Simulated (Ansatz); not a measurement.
One geometry of ClFH₄Si₂ (`F[SiH2][SiH2]Cl`), several functionals.

```yaml
crystal:
  periodic: [false, false, false]
  atoms:
    - {symbol: F, position_ang: [-1.769500, 1.438242, 0.046908]}
    - {symbol: Si, position_ang: [-0.188827, 1.181048, 0.127451]}
    - {symbol: Si, position_ang: [0.236509, -1.123766, 0.039543]}
    - {symbol: Cl, position_ang: [-0.336033, -1.852116, -1.800643]}
    - {symbol: H, position_ang: [0.454880, 1.880164, -1.013012]}
    - {symbol: H, position_ang: [0.306007, 1.751903, 1.408003]}
    - {symbol: H, position_ang: [1.691645, -1.373652, 0.207083]}
    - {symbol: H, position_ang: [-0.509679, -1.867322, 1.084867]}
basis:
  gaussian: {orbitals: def2-TZVPP}
hamiltonian: {xc: {name: wB97M-V}}
output: {forces: true, orbitals: {seedname: orbitals}}
```

```sh
$ ansatz run in.yaml --threads 2 --pin off --events-out ev --progress --plain
```

It prints (some lines left out):

```
Functional definition: wB97M-V
1284 factors; their error is unknown
256 factors; integrals over basis functions are off by at most 2.7e-5 eV
mean field evaluation 1: about -31060.4779 eV, gradient 3.2e1 eV
mean field evaluation 2: about -31060.3468 eV, gradient 3.7e1 eV
mean field evaluation 4: about -31062.1512 eV, gradient 1.1e0 eV
mean field evaluation 8: about -31062.1902 eV, gradient 1.7e-1 eV
mean field evaluation 16: about -31062.1902 eV, gradient 4.6e-5 eV
mean field -31062.19024755 eV, -1141.5144368887 hartree, gradient 4.6e-5 eV, S^2 0.000000; 0 other end points of the search recorded, 0 dependent functions left out
reference -31062.19029840 eV, -1141.5144387575 hartree; 29, 29 occupied and 184, 184 virtual orbitals, 1284 factors
Total energy: -31062.19029840 eV, -1141.5144387575 hartree
Atom 0 at    -1.769500     1.438242     0.046908 Å, force    -0.137011     0.008549    -0.008472 eV/Å
Atom 1 at    -0.188827     1.181048     0.127451 Å, force     0.290614     0.026046     0.018844 eV/Å
Atom 2 at     0.236509    -1.123766     0.039543 Å, force     0.071022     0.011667     0.205000 eV/Å
Atom 3 at    -0.336033    -1.852116    -1.800643 Å, force    -0.017682    -0.013137    -0.056441 eV/Å
Atom 4 at     0.454880     1.880164    -1.013012 Å, force    -0.072273    -0.085744     0.133795 eV/Å
Atom 5 at     0.306007     1.751903     1.408003 Å, force    -0.054143    -0.069131    -0.152451 eV/Å
Atom 6 at     1.691645    -1.373652     0.207083 Å, force    -0.170708     0.031596    -0.018111 eV/Å
Atom 7 at    -0.509679    -1.867322     1.084867 Å, force     0.090180     0.090155    -0.122164 eV/Å
Dipole moment:     0.295728     0.053859     0.225187 e Å
```

Run time 16 s (2 threads of a server CPU on a shared host); peak host memory 0.71 GiB.

With the line `hamiltonian: {xc: {name: B2PLYP}}` and no forces (abridged; 6.5 s):

```
Functional definition: B2PLYP
mean field evaluation 16: about -31047.2536 eV, gradient 2.2e-5 eV
mean field -31047.25356859 eV, -1140.9655240615 hartree, gradient 5.7e-6 eV, S^2 0.000000
16 core orbitals not correlated: weight in the atoms' cores, before any rotation towards them, 1.000 or more for the frozen orbitals, at most 0.000 for the correlated occupied ones
second order -22.39671713 eV of doubles, -0.00000000 eV of singles
Total energy: -31053.30085554 eV, -1141.1877577578 hartree
```
